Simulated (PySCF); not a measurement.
**Multinuclear NMR of C$_{4}$H$_{14}$OSi$_{2}$**

Mapped SMILES: `[CH3:1][SiH:2]([CH3:3])[O:4][SiH:5]([CH3:6])[CH3:7]`; H(Xn) means a hydrogen on atom n.

Theory: coordinates at the GFN2-xTB level, PBE0/pcSseg-1 with gauge-including orbitals, in PySCF 2.14 (averaged over atoms made equivalent by symmetry, fast rotation or ring inversion, relativity neglected, one conformer, isolated molecule).

Task: Predict the ²⁹Si NMR data.

Result: 
| atoms | environment | σ (ppm) | δ (ppm) |
| --- | --- | --- | --- |
| Si2/Si5 | silicon bonded to 2 C, O, H | 356.6 | -13.2 |

Shieldings were converted by a linear fit to measured shifts: ²⁹Si (scatter 8.9 ppm rms, 25.8 ppm with the 6 outliers that the fit left out vs TMS, solution or neat liquid). Occasional misses reach two or three times the rms, and more in compound classes unlike the fitted ones.

On a 600 MHz spectrometer ²⁹Si resonates near 119.2 MHz, so 1 ppm is 119.2 Hz.

Task: What are the ¹⁷O shifts?

Result: 
```
atoms            environment  σ (ppm)  δ (ppm)
   O4  oxygen bonded to 2 Si    278.0     13.5
```

Shieldings were converted by a linear fit to measured shifts: ¹⁷O: δ = 266.70 − 0.911σ (rms 10.7 ppm, 155 shifts, 12.2 ppm with the 3 outliers that the fit left out vs liquid water, solution or neat liquid). Occasional misses reach two or three times the rms, and more in compound classes unlike the fitted ones.

On a 500 MHz spectrometer ¹⁷O resonates near 67.8 MHz, so 1 ppm is 67.8 Hz.
